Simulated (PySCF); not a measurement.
Positional isomers: propene formyl. Isolated molecules, 0 K electronic values unless said otherwise. One relaxed conformer stands for each flexible species; it need not be the lowest. Strings in code marks are SMILES.

These are B3LYP-D3(BJ)/def2-TZVP run with PySCF values and carry that method's errors. All candidates: neutral, multiplicity 1. B3LYP has the VWN-RPA correlation part, as in Gaussian. Excitations are Tamm–Dancoff values on a coarser integration grid. The basis has no diffuse functions, so Rydberg states are missing or too high.

The HOMO–LUMO gap comes out as 5.00 eV. The S1 excitation (TDA) comes out as 3.44 eV and the HOMO is -7.06 eV.

Task: Which member has these values?
A) `C/C=C\C=O` (C–C–C–O torsion 1°)
B) `C=C(C)C=O` (C–C–C–O torsion 180°)
C) `C=CCC=O` (C–C–C–C torsion -120°, C–C–C–O torsion 131°)

Result: A, `C/C=C\C=O` (C–C–C–O torsion 1°). The others give `C=CCC=O` (C–C–C–C torsion -120°, C–C–C–O torsion 131°): 5.92 eV, 4.25 eV, -7.09 eV; `C=C(C)C=O` (C–C–C–O torsion 180°): 5.33 eV, 3.73 eV, -7.29 eV
